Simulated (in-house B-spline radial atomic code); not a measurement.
A fraction x of an electron is removed from 3p in K5+, starting from [Ne] 3s2 3p2 and keeping the highest spin. Computed with a B-spline radial code for spherical atoms: scalar-relativistic (X2C) TPSS, spin-polarised, spherical fractional occupations, Fermi nucleus of rms radius 3.4349 fm.

| x | E(x) - E(0) (eV) | 3p up level (eV) |
| --- | --- | --- |
| 0 | 0.0000 | -90.902 |
| 0.04 | 3.6501 | -91.604 |
| 0.2 | 18.5319 | -94.421 |
| 0.32 | 29.9897 | -96.542 |
| 0.42 | 39.7325 | -98.315 |
| 0.5 | 47.6545 | -99.736 |
| 0.6 | 57.7171 | -101.516 |
| 0.68 | 65.8955 | -102.943 |
| 0.76 | 74.1880 | -104.371 |
| 0.98 | 97.5823 | -108.306 |
| 1 | 99.7520 | -108.665 |

The exact functional would give a straight line between the two integer points. Deviations E(x) - E(0) - x[E(1) - E(0)], in eV: -0.34 at x = 0.04, -1.419 at x = 0.2, -1.931 at x = 0.32, -2.163 at x = 0.42, -2.221 at x = 0.5, -2.134 at x = 0.6, -1.936 at x = 0.68, -1.624 at x = 0.76, -0.175 at x = 0.98.

The curve lies below the straight line by up to 2.221 eV (at x = 0.5): convex, the delocalisation error that favours fractional charges.

How well does Slater's transition state (minus the level at half occupation) give the ionisation energy?

It gives 99.736 eV against 99.752 eV from the two total energies; NIST lists 99.44 eV, ground level to ground level.
